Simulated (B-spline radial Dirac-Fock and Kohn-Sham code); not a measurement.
**Satellites and hypersatellites of the K lines of Ni**

System: the Ni atom in the configuration [Ar] 3d9 4s1 (not the ground configuration).

The computed values come from a radial B-spline solver: multi-electron Dirac-Fock with separately optimised hole states, Breit and Lamb-shift corrections added in first order. Each two-hole energy is an average over J within one jj subconfiguration, not an observable level; in light atoms, where LS coupling holds, the j-resolved values are not observed lines, and for a K spectator the Kα1 hypersatellite is nearly forbidden. Electron correlation is not included.

Lines without a spectator: Kα2 (K-L2) 7460.2 eV, Kα1 (K-L3) 7477.3 eV, Kβ3 (K-M2) 8259.8 eV, Kβ1 (K-M3) 8261.9 eV. Shifts in eV with one spectator hole (a dash: not computed, or left out as unreliable):

```
spectator hole     Kα2     Kα1     Kβ3     Kβ1
        K (1s)  +295.7  +298.4  +367.3  +367.7
    L2 (2p1/2)  +27.96   +34.2       –   +74.2
    L3 (2p3/2)   +31.5   +30.3   +71.4       –
    M2 (3p1/2)       –   +2.47   +4.04   +5.64
    M3 (3p3/2)   +2.23       –   +5.23   +4.80
```

With n spectator holes in 2p, averaged over the 2p shell (energies in eV):

| n | KαLⁿ | step | hypersatellite KαʰLⁿ |
| --- | --- | --- | --- |
| 0 | 7471.5 | – | 7769.0 |
| 1 | 7503.1 | +31.5 | 7801.6 |
| 2 | 7535.5 | +32.4 | 7835.2 |
| 3 | 7568.9 | +33.4 | 7869.8 |
| 4 | 7603.4 | +34.4 | 7905.4 |
| 5 | 7638.8 | +35.5 | 7942.1 |
